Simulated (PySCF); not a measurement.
**Electron correlation in Ar³⁺ (argon, charge +3)**

[Ne] 3s2 3p3, high-spin 4S determinant. Calculation: PySCF 2.14, in aug-cc-pwCVDZ; no relativity, point nucleus. Frozen: 1s2; 13 electrons correlated.

| level | correlation energy (mhartree) |
| --- | --- |
| CCSD | -246.55 |
| (T) | -2.05 |
| CCSD(T) | -248.60 |

Diagnostics: T1 = 0.0015, D1 = 0.0065, largest double amplitude 0.056.

Cost of the coupled-cluster step: about 2.2 core-seconds, for 13 correlated electrons.

Iterations:

```
CC2 = 0
CCSD nocc = (np.int64(8), np.int64(5)), nmo = (35, 35)
frozen orbitals [[0], [0]]
max_cycle = 100
direct = 0
conv_tol = 1e-08
conv_tol_normt = 1e-06
diis_space = 8
diis_start_cycle = 0
Init t2, MP2 energy = -0.22816119019156
Init E_corr(UCCSD) = -0.228161190192807
cycle = 1  E_corr(UCCSD) = -0.242149927920606  dE = -0.0139887377  norm(t1,t2) = 0.0335728
cycle = 2  E_corr(UCCSD) = -0.245378199350105  dE = -0.00322827143  norm(t1,t2) = 0.00970187
cycle = 3  E_corr(UCCSD) = -0.246570814644446  dE = -0.00119261529  norm(t1,t2) = 0.00331617
cycle = 4  E_corr(UCCSD) = -0.246551058795857  dE = 1.97558486e-05  norm(t1,t2) = 0.000318744
cycle = 5  E_corr(UCCSD) = -0.246549502180393  dE = 1.55661546e-06  norm(t1,t2) = 1.54524e-05
cycle = 6  E_corr(UCCSD) = -0.2465497697668  dE = -2.67586407e-07  norm(t1,t2) = 2.57579e-06
cycle = 7  E_corr(UCCSD) = -0.246549748660722  dE = 2.11060789e-08  norm(t1,t2) = 3.65314e-07
cycle = 8  E_corr(UCCSD) = -0.246549749354518  dE = -6.9379677e-10  norm(t1,t2) = 4.20961e-08
UCCSD converged
E(UCCSD) = -524.0938597896262  E_corr = -0.2465497493545183
UCCSD(T) correction = -0.00205001800089663
```
